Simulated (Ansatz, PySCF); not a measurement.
Donor–acceptor adduct: GaH3 (SMILES [GaH3]) (first 4 atoms) with H2O (SMILES O); geometry from B3LYP-D3(BJ)/def2-TZVP, rigid monomers moved along the line of their centres of mass till Ga1···O5 is 4.01 Å.
(charge 0, multiplicity 1):
```xyz
7

Ga     0.397    -0.376     0.685
H      1.883    -0.098     1.123
H     -0.229    -1.811     0.853
H     -0.287     0.626    -0.330
O     -1.315     1.194     3.950
H     -2.276     1.122     3.911
H     -1.110     2.133     4.040
```

Quantity: the interaction energy.

Counterpoise-corrected where a basis set is named; no monomer relaxation.

Frozen-core correlation. Filled d and f shells under p-block atoms count as core. CBS: X⁻³ extrapolation of the correlation energy, Hartree–Fock from the larger set.

Codes used: Ansatz (Gaussian orbitals); PySCF for the dispersion terms. 

Costs are ratios of core time to PBE/def2-TZVPPD (roughly 5 s), for whole runs (searches for the state included, and forces where a run took them) on one shared machine, so rough; each difference counts from -103.6 meV (CCSD(T)/CBS(aug-cc-pVDZ, aug-cc-pVTZ), a level with limits of its own).

A star marks coupled-cluster runs past 200 virtual orbitals, where the program's memory plan changes under this machine's limit, so their costs aren't comparable with smaller runs.

```tsv
level	basis functions	cost
PBE/def2-TZVPPD	179	×1
PBE-D3(BJ)/def2-TZVPPD	179	×1
PBE0/def2-TZVPPD	179	×1
PBE0-D3(BJ)/def2-TZVPPD	179	×1
B3LYP/def2-TZVPPD	179	×1
B3LYP-D3(BJ)/def2-TZVPPD	179	×1
r2SCAN/def2-TZVPPD	179	×2
r2SCAN-D3(BJ)/def2-TZVPPD	179	×2
wB97X-V/def2-TZVPPD	179	×3
CCSD(T)/aug-cc-pVDZ	104	×3
wB97M-V/def2-TZVPPD	179	×3
CCSD(T)/aug-cc-pVTZ	220	×30*
```

### Question
With a budget of 10 times the cost of PBE/def2-TZVPPD, which level comes closest?

### Answer
PBE0-D3(BJ)/def2-TZVPPD, at 1.3 meV; next is wB97X-V/def2-TZVPPD at 2.4 meV.

Each difference (meV): PBE/def2-TZVPPD 13.5; PBE-D3(BJ)/def2-TZVPPD 2.5; PBE0/def2-TZVPPD 13.0; PBE0-D3(BJ)/def2-TZVPPD 1.3; B3LYP/def2-TZVPPD 23.3; B3LYP-D3(BJ)/def2-TZVPPD 5.9; r2SCAN/def2-TZVPPD 9.3; r2SCAN-D3(BJ)/def2-TZVPPD 3.4; wB97X-V/def2-TZVPPD 2.4; CCSD(T)/aug-cc-pVDZ 2.9; wB97M-V/def2-TZVPPD 4.7; CCSD(T)/aug-cc-pVTZ 0.6.

Ansatz is an electronic-structure program.
